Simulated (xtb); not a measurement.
Harmonic IR lines of one isomer of C4H3N, unscaled. Method: xtb 6.7.1 with GFN2-xTB.

```
wavenumber (cm⁻¹)  relative intensity
-----------------  ------------------
538                               3.4
646                                15
666                                11
899                               4.9
1254                              7.6
1384                              6.1
2298                              8.4
2417                              100
2932                              3.5
2944                              4.5
3403                              5.5
```

Task: Say which structure gives these lines.
A) `C#CN=C=C`
B) `N=c1c2c1C2`
C) `C#CCC#N`
D) `N#CC1C=C1`

Result: C, `C#CCC#N`
